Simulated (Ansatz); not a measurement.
The cluster Zr3. Total charge 0; singlet. Geometry relaxed at B3LYP-D4/def2-TZVP.

Cartesian coordinates in Å:
```
Zr -0.198 1.202 -0.937
Zr 1.045 0.067 1.125
Zr -0.847 -1.268 -0.187
```

In the def2 sets Zr takes a core potential; there is no spin–orbit coupling. The restricted singlet is unstable towards broken spin symmetry at other levels; at B3LYP-D4/def2-TZVP this wasn't settled. At PBE0-D4/def2-TZVP a quintet of charge 0 lies 0.47 eV below the restricted singlet, each at its own geometry. The structure comes from a short search, and lower isomers may exist.

(1) Estimate the harmonic wavenumbers at RKS B3LYP-D4/def2-TZVP (Ansatz, unscaled). Is this a minimum?

Results:

(1) 217, 217, 279 cm⁻¹. Yes, no mode is imaginary beyond noise. Zero-point energy 4.3 kJ/mol. Run time 41 s (2 threads of Intel Xeon Platinum 8259CL on a shared host).
